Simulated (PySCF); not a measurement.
Computed with TPSSh-D3(BJ)/def2-TZVP // CAM-B3LYP-D3(BJ)/def2-TZVP run with PySCF. All species are isolated molecules in the gas phase. One relaxed conformer stands for a flexible species; it need not be the lowest. Excitations are Tamm–Dancoff values on a coarser integration grid. The basis has no diffuse functions, so Rydberg states are missing or too high.

Reference species (SMILES): `B/C(C#N)=C/C` (neutral, multiplicity 1).

```
Quantity           Result
---------------  --------
S1–T1 gap (TDA)   1.70 eV
HOMO             -7.69 eV
```

Changed species: `B/C(C#N)=C\C`.

Question: Give the shifts of the S1–T1 gap (TDA) and HOMO.

Answer: the S1–T1 gap (TDA) falls by 0.02 eV, to 1.68 eV; the HOMO rises by 0.09 eV, to -7.60 eV.
